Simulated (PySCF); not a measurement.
**C₆ coefficients of unlike pairs at PW91**

Calculated with PySCF 2.14 from the dipole response of each species, C₆(A,B) = (3/π) ∫ α_A(iu) α_B(iu) du, in atomic units, from isotropic polarisabilities. For ions this is the dispersion term alone; charge-induced terms of lower order in 1/R come first.

```json
{"species": "Sc", "configuration": "[Ar] 3d1 4s2 (2D)", "basis": "aug-cc-pwCVTZ (10s9p7d4f3g)", "relativity": "none", "α (bohr³)": "126.2", "C₆ (like pair)": "1539"}
{"species": "Nb²⁺", "configuration": "[Kr] 4d3 (4F)", "basis": "x2c-TZVPPall with one added diffuse shell each of s, p, d, f type (9s7p7d3f1g)", "relativity": "spin-free X2C", "α (bohr³)": "11.48", "C₆ (like pair)": "59.44"}
{"species": "C", "configuration": "[He] 2s2 2p2 (3P)", "basis": "dyall-acv3z (15s9p4d2f)", "relativity": "none", "α (bohr³)": "13.22", "C₆ (like pair)": "53.65"}
{"species": "Au⁺", "configuration": "[Xe] 4f14 5d10 (1S)", "basis": "def2-QZVPPD with the def2 core potential (60 electrons) (7s5p4d4f2g)", "relativity": "core potential", "α (bohr³)": "14.16", "C₆ (like pair)": "105.5"}
```

**Question.** Estimate C₆ for C with Nb²⁺.

**Answer.** The integral gives 54.85. The combination rule 2 C_A C_B / (C_A α_B/α_A + C_B α_A/α_B) gives 55.44 and the geometric mean 56.47.

No spin-orbit coupling is included.

The other pairs:

| pair | C₆ |
| --- | --- |
| Au⁺, Sc | 303.2 |
| Au⁺, Nb²⁺ | 79.07 |
| C, Sc | 251.1 |
| Nb²⁺, Sc | 236.7 |
| Au⁺, C | 72.06 |
